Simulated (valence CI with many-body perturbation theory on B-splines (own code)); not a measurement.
# Lu⁵⁷⁺: calculated level list

Method: configuration interaction combined with many-body perturbation theory (CI+MBPT): four valence electrons over a frozen Dirac-Fock core [Ne], radial functions for each j: 11 s, 11 p, 10 d, 8 f, 5 g, 2 h, with the one-electron correlation potential Σ1 (screened to all orders), the two-electron term Σ2, the three-electron term Σ3, Breit, model QED; selected single and double excitations, second order for the rest, scaled by the run's own slope (own B-spline code, finite nucleus).

The last digits are not significant, and no measured levels were compared; by estimate large intervals hold to a few tenths of a per cent, small ones and those within an open d or f shell to about a per cent. Among the levels kept, up to 560 cm⁻¹ of a level comes from second order outside the variational space, and about a tenth of that is noise between levels of different J, which matters for small intervals.

Levels 91 to 135 of 166, with energies above the lowest level, (3s^2 3p1/2^2) J=0. "Leading %" is the weight of the configuration and term that name the level; weights of strongly mixed levels are sums over their largest components and can fall short. In the jj column 3d3/2^4 stands for four electrons in 3d with j = 3/2. Lifetimes count E1, E2, E3, M1 and M2 decay at the calculated energies, and are blank where another channel may lead or the interval is too uncertain; long ones can be off by a factor of two.

```csv
No.,Configuration,Term,J,E (eV),Leading %,Lifetime,Leading jj,Second component
91,3p4,3P,1,1223.4,82,319 fs,3p1/2 3p3/2^3 (82 %),8 % 3s 3p2 3d 1P
92,3s 3p 3d2,5P°,1,1232.0,16,1.22 ps,3p1/2^2 3p3/2 3d5/2 (62 %),15 % 3p3 3d 1P°
93,3s 3p 3d2,3G°,3,1239.2,44,2.13 ps,3s 3p1/2 3d3/2 3d5/2 (94 %),14 % 3s 3p 3d2 3F°
94,3s 3p 3d2,3G°,5,1239.7,35,3.89 ps,3s 3p1/2 3d3/2 3d5/2 (96 %),27 % 3s 3p 3d2 3H°
95,3s 3p 3d2,3H°,4,1242.2,49,2.49 ps,3s 3p1/2 3d3/2 3d5/2 (96 %),8 % 3s 3p 3d2 1G°
96,3s 3p2 3d,5P,1,1244.1,34,419 fs,3s 3p3/2^2 3d3/2 (94 %),21 % 3s 3p2 3d 3P
97,3s 3p2 3d,5P,2,1244.5,19,394 fs,3s 3p3/2^2 3d3/2 (78 %),18 % 3s 3p2 3d 5D
98,3s 3p2 3d,3F,3,1244.7,25,548 fs,3s 3p3/2^2 3d3/2 (92 %),24 % 3s 3p2 3d 5D
99,3s 3p 3d2,1D°,2,1245.4,23,2.08 ps,3s 3p1/2 3d3/2 3d5/2 (90 %),13 % 3s 3p 3d2 3F°
100,3s 3p 3d2,3D°,1,1252.0,52,1.44 ps,3s 3p1/2 3d3/2 3d5/2 (86 %),8 % 3s 3p 3d2 3P°
101,3s 3p2 3d,3F,4,1253.0,45,539 fs,3s 3p3/2^2 3d3/2 (94 %),20 % 3s 3p2 3d 5F
102,3s 3p 3d2,3P°,0,1254.6,45,1.60 ps,3s 3p1/2 3d3/2 3d5/2 (88 %),27 % 3s 3p 3d2 1S°
103,3s 3p 3d2,5D°,3,1257.2,29,445 fs,3s 3p1/2 3d3/2 3d5/2 (89 %),13 % 3s 3p 3d2 5F°
104,3s 3p 3d2,5D°,2,1262.2,23,456 fs,3s 3p1/2 3d3/2 3d5/2 (96 %),13 % 3s 3p 3d2 5S°
105,3s 3p 3d2,3F°,4,1262.9,38,481 fs,3s 3p1/2 3d3/2 3d5/2 (85 %),30 % 3s 3p 3d2 5D°
106,3s 3p 3d2,3F°,2,1273.3,24,363 fs,3s 3p1/2 3d3/2 3d5/2 (86 %),18 % 3s 3p 3d2 3D°
107,3s 3p 3d2,3G°,3,1275.1,36,506 fs,3s 3p1/2 3d3/2 3d5/2 (93 %),18 % 3s 3p 3d2 3F°
108,3s 3p2 3d,3D,1,1275.4,53,321 fs,3s 3p3/2^2 3d3/2 (92 %),11 % 3s 3p2 3d 3P
109,3s 3p 3d2,3D°,1,1281.1,32,349 fs,3s 3p1/2 3d3/2 3d5/2 (83 %),13 % 3s 3p 3d2 1P°
110,3s 3p2 3d,3P,0,1282.6,86,273 fs,3s 3p3/2^2 3d3/2 (78 %),11 % 3s 3p2 3d 5D
111,3s 3p2 3d,3D,2,1287.3,50,334 fs,3s 3p3/2^2 3d3/2 (91 %),15 % 3s 3p2 3d 1D
112,3s 3p2 3d,3F,3,1289.2,35,255 fs,3s 3p3/2^2 3d3/2 (94 %),28 % 3s 3p2 3d 1F
113,3s 3p2 3d,5F,5,1289.5,58,2.55 ps,3s 3p3/2^2 3d5/2 (99 %),42 % 3s 3p2 3d 3G
114,3s 3p2 3d,3F,4,1294.7,53,1.43 ps,3s 3p3/2^2 3d5/2 (95 %),30 % 3s 3p2 3d 5D
115,3s 3p2 3d,3D,1,1295.0,58,235 fs,3s 3p3/2^2 3d3/2 (90 %),17 % 3s 3p2 3d 3P
116,3s 3p 3d2,3F°,4,1298.9,32,1.63 ps,3s 3p1/2 3d5/2^2 (90 %),22 % 3s 3p 3d2 5D°
117,3s 3p2 3d,3F,2,1299.4,28,191 fs,3s 3p3/2^2 3d3/2 (84 %),24 % 3s 3p2 3d 3D
118,3s 3p 3d2,3D°,2,1310.0,25,1.78 ps,3s 3p1/2 3d5/2^2 (97 %),19 % 3s 3p 3d2 3P°
119,3s 3p 3d2,3G°,5,1311.2,30,2.74 ps,3s 3p1/2 3d5/2^2 (94 %),24 % 3s 3p 3d2 5G°
120,3s 3p2 3d,3P,0,1318.8,55,678 fs,3s 3p3/2^2 3d5/2 (73 %),37 % 3s 3p2 3d 1S
121,3s 3p2 3d,3P,1,1322.2,38,640 fs,3s 3p3/2^2 3d5/2 (93 %),24 % 3s 3p2 3d 1P
122,3s 3p2 3d,3D,3,1322.4,45,907 fs,3s 3p3/2^2 3d5/2 (94 %),24 % 3s 3p2 3d 1F
123,3s 3p 3d2,3F°,3,1323.5,27,2.01 ps,3s 3p1/2 3d5/2^2 (97 %),17 % 3s 3p 3d2 5D°
124,3s 3p 3d2,3G°,4,1325.7,29,2.01 ps,3s 3p1/2 3d5/2^2 (93 %),16 % 3s 3p 3d2 3H°
125,3s 3p 3d2,3D°,3,1329.9,33,1.25 ps,3s 3p1/2 3d5/2^2 (86 %),16 % 3s 3p 3d2 3F°
126,3s 3p 3d2,3D°,2,1333.1,28,1.41 ps,3s 3p1/2 3d5/2^2 (89 %),21 % 3s 3p 3d2 3F°
127,3p2 3d2,3F,2,1333.6,39,5.40 ps,3p1/2^2 3d3/2^2 (98 %),25 % 3p2 3d2 5G
128,3s 3p 3d2,3P°,1,1335.9,33,1.22 ps,3s 3p1/2 3d5/2^2 (90 %),18 % 3s 3p 3d2 3D°
129,3s 3p 3d2,3P°,0,1337.5,76,1.65 ps,3s 3p1/2 3d5/2^2 (95 %),15 % 3s 3p 3d2 5D°
130,3s 3p2 3d,3D,3,1338.5,77,505 fs,3s 3p3/2^2 3d5/2 (98 %),6 % 3s 3p2 3d 3F
131,3s 3p2 3d,3F,4,1341.0,63,363 fs,3s 3p3/2^2 3d5/2 (98 %),18 % 3s 3p2 3d 1G
132,3s 3p2 3d,3D,2,1342.9,31,748 fs,3s 3p3/2^2 3d5/2 (90 %),24 % 3s 3p2 3d 3P
133,3s 3p2 3d,1D,2,1352.8,45,580 fs,3s 3p3/2^2 3d5/2 (96 %),25 % 3s 3p2 3d 3D
134,3s 3p2 3d,3D,3,1353.1,50,397 fs,3s 3p3/2^2 3d5/2 (95 %),22 % 3s 3p2 3d 1F
135,3s 3p 3d2,3P°,1,1354.1,49,1.34 ps,3s 3p1/2 3d5/2^2 (92 %),17 % 3s 3p 3d2 1P°
```
